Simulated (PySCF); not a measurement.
Bromine: a sound run and one with changed settings

Sound run: Br(2+) [Ar] 3d10 4s2 4p3, Br(3+) [Ar] 3d10 4s2 4p2. All numbers are calculated (PySCF 2.14, a scalar-relativistic core potential, in cc-pVDZ-PP with ECP10MDF (4s3p2d, 23 functions)). In the sound run the correlated levels freeze 3s2 3p6 3d10 outside the core potential. The sound run starts from symmetry-adapted Hartree-Fock orbitals and uses a fine grid where one is needed.

Changed run: initial guess minao, at most 50 SCF cycles, level shift 2.0 hartree.

| species | method | sound run (hartree) | changed run (hartree) | converged |
| --- | --- | --- | --- | --- |
| Br(2+) | UHF | -414.33728 | -414.33728 | yes |
| Br(2+) | B3LYP | -415.63461 | -415.63461 | yes |
| Br(2+) | BP86 | -415.73134 | -415.73134 | yes |
| Br(2+) | MP2 | -414.39464 | -414.35892 | yes |
| Br(2+) | CCSD(T) | -414.40981 | -414.40981 | yes |
| Br(3+) | UHF | -413.06527 | -413.06527 | yes |
| Br(3+) | B3LYP | -414.34653 | -414.34653 | yes |
| Br(3+) | BP86 | -414.44202 | -414.44202 | yes |
| Br(3+) | MP2 | -413.10957 | -413.08191 | yes |
| Br(3+) | CCSD(T) | -413.12653 | -413.12653 | yes |

Ionisation energy of Br(2+):

```json
{"method": "UHF", "sound run (eV)": "34.613", "changed run (eV)": "34.613"}
{"method": "B3LYP", "sound run (eV)": "35.050", "changed run (eV)": "35.050"}
{"method": "BP86", "sound run (eV)": "35.084", "changed run (eV)": "35.084"}
{"method": "MP2", "sound run (eV)": "34.968", "changed run (eV)": "34.749"}
{"method": "SCS-MP2", "sound run (eV)": "34.848", "changed run (eV)": "34.702"}
{"method": "CCSD", "sound run (eV)": "34.918", "changed run (eV)": "34.918"}
{"method": "CCSD(T)", "sound run (eV)": "34.920", "changed run (eV)": "34.920"}
```

A level shift leaves the converged SCF energy unchanged but raises the virtual orbital energies, which shrinks MP2 if it is not removed.

For comparison, NIST gives 34.871 ± 0.019 eV between the lowest levels.
